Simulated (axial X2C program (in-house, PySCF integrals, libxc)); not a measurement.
**Potential curves of CuH, without spin–orbit coupling**

Computed with an axial X2C code built on PySCF integrals. Spin-free means the one-electron spin-free X2C Hamiltonian. Basis: Cu dyall-cv3z [9s9p6d3f2g], H dyall-v3z [6s2p1d] (cores contracted in-house); Gaussian nuclei, density fitting, unrestricted open shells. Masses: Cu 62.930 u, H 1.008 u.

State: M_S = 0, Λ = 0 (closed shell). Energies in kJ/mol from the fragments at the same level (Cu + H). Fits are polynomials in 1 − R0/R over 0.85 to 1.23 times the lowest point R0.

```csv
R (Å),r2SCAN,CCSD(T),PBE0,MP2
1.2711,-260.03,,-227.53,-247.54
1.3295,-277.04,-267.68,-246.15,-262.76
1.3733,-284.12,-275.13,-254.49,-268.47
1.4172,-287.31,-278.78,-258.97,-270.33
1.4610,-287.32,-279.33,-260.26,-269.07
1.5121,-284.11,-276.84,-258.53,-264.47
1.5633,-278.15,-271.68,-254.01,-257.21
1.6290,-267.47,-262.11,-245.11,-245.00
1.7094,-251.13,,-230.81,-226.96
1.8263,-223.60,,-205.89,-197.20
```

Correlated methods: 12 electrons correlated (number of frozen shells: Cu 3 s, 2 p; H none), 180 virtual spin orbitals or spinors in MP2.

Occupations by symmetry block were frozen at the best pattern of an incomplete PBE0 search. The closed shell is kept restricted, so the energy runs too high when the bond is stretched far. De is counted from the lowest determinant-based energies of the atoms at the same level, without counterpoise correction. Coupled cluster ran in a truncated set of natural virtual spinors; the MP2 energy of the rest was added. (T) has no such correction and the atoms are truncated less, which lowers De at CCSD(T) by a hundredth of an eV or more. The T1 diagnostic is large, a sign of multireference character. Coupled cluster ran on the points near the minimum only. MP2 and coupled cluster on one determinant become unreliable at the stretched end.

Question: What are Re, ωe and De at the r2SCAN level?

Answer: At r2SCAN, spin-free: Re = 1.439 Å, ωe ≈ 2060 cm⁻¹, De = 2.98 eV to Cu + H; Be follows as 8.21 cm⁻¹.

Question: What are Re, ωe and De at the CCSD(T) level?

Answer: At CCSD(T), spin-free: Re = 1.448 Å, ωe ≈ 1990 cm⁻¹, De = 2.90 eV to Cu + H; Be follows as 8.11 cm⁻¹.

Question: What are Re, ωe and De at the PBE0 level?

Answer: At PBE0, spin-free: Re = 1.459 Å, ωe ≈ 1960 cm⁻¹, De = 2.70 eV to Cu + H; Be follows as 7.98 cm⁻¹.

Question: What are Re, ωe and De at the MP2 level?

Answer: At MP2, spin-free: Re = 1.420 Å, ωe ≈ 2130 cm⁻¹, De = 2.80 eV to Cu + H; Be follows as 8.43 cm⁻¹.
